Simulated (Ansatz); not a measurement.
Reaction (redistribution): `[BH2][AlH][BH]O` + `C[N]([SiH3])[AlH][F]` → `[BH2][AlH][N](C)[SiH3]` + `O[BH][AlH][F]`

Isolated molecules relaxed with PBE0-D4/def2-TZVP in Ansatz; ΔE leaves out vibrations. CCSD(T)/CBS is the MP2 limit (def2-TZVPP, def2-QZVPP) plus CCSD(T) − MP2 in def2-TZVPP, frozen cores. Functionals use def2-TZVPP. B3LYP here is the variant with VWN-RPA as its local correlation; programs differ in this. One conformer a species, not always the lowest.

`[BH2][AlH][BH]O`:

Z-matrix (Å, degrees):
```
B
Al 1 2.113
H 1 1.201 2 122.9
H 1 1.202 2 123.0 3 178.5
B 2 2.153 1 122.9 3 -91.7
H 2 1.602 1 118.1 3 90.7
O 5 1.357 2 119.3 1 87.2
H 5 1.212 2 123.3 1 -92.5
H 7 0.962 5 113.8 2 179.7
```

`C[N]([SiH3])[AlH][F]`:

Cartesian coordinates in Å:
```
C -0.380 0.262 -1.395
N -0.001 0.132 0.013
Si 0.212 -1.489 0.581
Al 0.199 1.600 0.985
F 0.619 1.466 2.573
H -0.491 1.313 -1.679
H -1.335 -0.233 -1.604
H 0.375 -0.175 -2.058
H 0.599 -1.435 2.012
H 1.267 -2.188 -0.206
H -1.045 -2.275 0.423
H -0.019 3.021 0.354
```

`[BH2][AlH][N](C)[SiH3]`:

Z-matrix (Å, degrees):
```
C
N 1 1.461
H 1 1.097 2 111.9
H 1 1.097 2 111.9 3 -120.8
H 1 1.096 2 111.2 3 119.6
Al 2 1.791 1 120.3 3 -119.7
Si 2 1.728 1 115.1 3 60.4
B 6 2.127 2 118.0 1 -0.3
H 6 1.589 2 117.0 1 179.8
H 7 1.484 2 108.7 1 179.8
H 7 1.492 2 111.1 1 -59.5
H 7 1.492 2 111.1 1 59.2
H 8 1.200 6 123.0 2 90.4
H 8 1.200 6 122.9 2 -90.6
```

`O[BH][AlH][F]`:

Z-matrix (Å, degrees):
```
B
Al 1 2.147
O 1 1.355 2 118.0
H 1 1.209 2 124.2 3 180.0
F 2 1.659 1 117.1 3 109.6
H 2 1.588 1 128.4 3 -71.9
H 3 0.963 1 113.9 2 -179.6
```

```tsv
level	ΔE (kJ/mol)
B3LYP-D4	1.5
HF/def2-QZVPP	1.1
MP2/CBS(def2)	-1.3
CCSD/CBS(def2)	0.5
```

What does CCSD(T)/CBS give? (An estimate is asked.)

Ansatz gave: +0.2 kJ/mol. The listed levels differ from it by 1.3, 0.9, -1.5, 0.3 kJ/mol.

Largest T1 diagnostic among the species: 0.014.
